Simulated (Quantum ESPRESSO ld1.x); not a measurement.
Problem. These are the eigenvalues of the occupied orbitals of an atom or ion with whole-number occupations (eV). Method: scalar-relativistic Kohn-Sham, LDA (Slater exchange, VWN5 correlation), spin-polarised, spherical densities, point nucleus; computed with ld1.x of Quantum ESPRESSO 7.5.

1s up: -15064.197
1s down: -15063.817
2s up: -2058.654
2s down: -2058.400
2p up: -1832.789
2p down: -1832.436
3s up: -349.547
3s down: -349.057
3p up: -277.069
3p down: -276.518
3d up: -156.712
3d down: -156.067
4s up: -80.114
4s down: -76.656
4p up: -62.130

Which element is it, and in what charge state? The configuration may be excited. Open shells, if any, are filled with parallel spins first.

Solution. Z = 37, rubidium, charge +4: Rb4+ in [Ar] 3d10 4s2 4p3. The list shows which subshells hold electrons but not how many an open one holds; the 1s level, -553.6 hartree, gives Z - s = 33.3 by -(Z - s)^2/2, which with screening and relativity narrows Z to a few neighbours, and the depths of the outer levels then fix element, charge and occupations together.
